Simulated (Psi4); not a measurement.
# How methods differ on InBr2Cl (SMILES [Cl][In]([Br])[Br])

The species is InBr2Cl (4 atoms), meant as a singlet with charge 0. As SMILES, `[Cl][In]([Br])[Br]`. Geometry: optimised at PBE0/def2-TZVP.

Quantity: the HOMO–LUMO gap, in eV. The values are calculated.

```tsv
level	kind	program	value (eV)	CPU time
PBE-D4/def2-TZVPP (density fitting, core potential)	GGA	Psi4	3.76	19 s
r2SCAN-D4/def2-TZVPP (density fitting, core potential)	meta-GGA	Psi4	4.27	31 s
B3LYP-D4/def2-TZVPP (density fitting, core potential)	global hybrid	Psi4	5.31	19 s
PBE0-D4/def2-TZVPP (density fitting, core potential)	global hybrid	Psi4	5.89	21 s
wB97M-V/def2-TZVPP (density fitting, core potential)	range-separated hybrid	Psi4	10.03	44 s
```

The values span 3.76 to 10.03 eV. Orbital gaps aren't excitation energies; they tend to grow with the share of exact exchange. Times are those of the runs behind each value, whatever else they computed, on shared processors of several kinds: orders of magnitude only.
